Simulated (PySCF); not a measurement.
B3LYP has the VWN-RPA correlation part, as in Gaussian. 

Cartesian coordinates (Å):
SMILES: C(CCC)C
```xyz
17

C     -2.4716     0.6852     0.1257
C     -1.2406     0.0121     0.7260
C      0.0005     0.1374    -0.1540
C      1.2388    -0.5323     0.4363
C      2.4726    -0.4004    -0.4520
H     -3.3429     0.5802     0.7749
H     -2.2987     1.7530    -0.0295
H     -2.7241     0.2486    -0.8438
H     -1.0289     0.4452     1.7091
H     -1.4513    -1.0481     0.9008
H      0.2128     1.1983    -0.3301
H     -0.2097    -0.2957    -1.1388
H      1.0249    -1.5918     0.6115
H      1.4473    -0.0985     1.4198
H      3.3418    -0.8876    -0.0062
H      2.3018    -0.8549    -1.4310
H      2.7273     0.6494    -0.6168
```
Charge 0, spin multiplicity 1.

Task: What is the computed HOMO, LUMO, dipole moment, total energy and HOMO–LUMO gap (B3LYP-D3(BJ)/def2-TZVP in PySCF)?

Result: 
```json
{
 "HOMO": "-8.68 eV",
 "LUMO": "0.91 eV",
 "dipole_moment": "0.09 D",
 "total_energy": "-5384.26 eV",
 "HOMO–LUMO gap": "9.58 eV"
}
```
